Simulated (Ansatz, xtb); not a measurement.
**C5H3NS: which of two isomers lies lower**

Structure X: `C#Cc1cnsc1`, a singlet. Structure Y: `C#Cc1cscn1`, a singlet. Both are isolated molecules in the gas phase, relaxed with B3LYP/def2-SVP.

Energies in hartree; the thermal terms are from GFN2-xTB frequencies at re-optimised GFN2-xTB minima (ideal gas, soft modes damped towards free rotors, one conformer each, 298.15 K, 1 atm) and include the zero-point energy:

|  | X | Y |
| --- | --- | --- |
| E, CCSD(T)/def2-SVP | −643.659380 | −643.666544 |
| E, MP2/def2-SVP | −643.584264 | −643.591539 |
| E, MP2/def2-TZVPP | −644.217017 | −644.219116 |
| zero-point energy | 0.062231 | 0.062192 |
| H(298 K) − E | 0.069417 | 0.069396 |
| G(298 K) − E | 0.031794 | 0.031735 |

Problem. Correct the CCSD(T) difference for the basis set by the MP2 change, then work out ΔE, ΔE₀, ΔH and ΔG for X → Y in kJ/mol (1 Eh = 2625.50 kJ/mol) and the equilibrium ratio [Y]/[X].

Solution. 1. Differences Y − X: CCSD(T) −0.007164, MP2 in the small set −0.007275, MP2 in the large set −0.002099 Eh.
2. ΔE = −0.007164 + (−0.002099 − (−0.007275)) = −0.001988 Eh = −5.22 kJ/mol.
3. ΔE₀ = ΔE + ΔZPE = −0.001988 + (−0.000039) Eh = −5.32 kJ/mol.
4. ΔH = ΔE + (−0.000021) Eh = −5.27 kJ/mol.
5. ΔG = ΔE + (−0.000059) Eh = −5.37 kJ/mol, so ΔS = (ΔH − ΔG)/T = +0.3 J/(mol K).
6. kT = 0.9442 mEh, so K = [Y]/[X] = exp(−ΔG/kT) = exp(+2.17) ≈ 8.7.

Structure Y is favoured at this temperature. An error of 4 kJ/mol in ΔG would change K by a factor of 5. The basis-set step is large, which makes the value less sure. Mirror images and further conformers aren't counted.

As drawn, Y has 1 C∷S, 1 C∷N in place of 1 C∷C, 1 N∷S (∷ is an aromatic bond).

Other levels gave ΔE = −7.5 (GFN2-xTB); −17.4 (HF/STO-3G, GFN2-xTB geometries); −18.4 (r2SCAN-D4/def2-SVP, GFN2-xTB geometries); −16.6 (B3LYP/def2-SVP); −21.8 (HF/def2-SVP); −19.1 (MP2/def2-SVP); −18.8 (CCSD(T)/def2-SVP) kJ/mol. The correlated steps freeze 11 core orbitals. Programs: Ansatz 0.2.0, xtb 6.7.1.
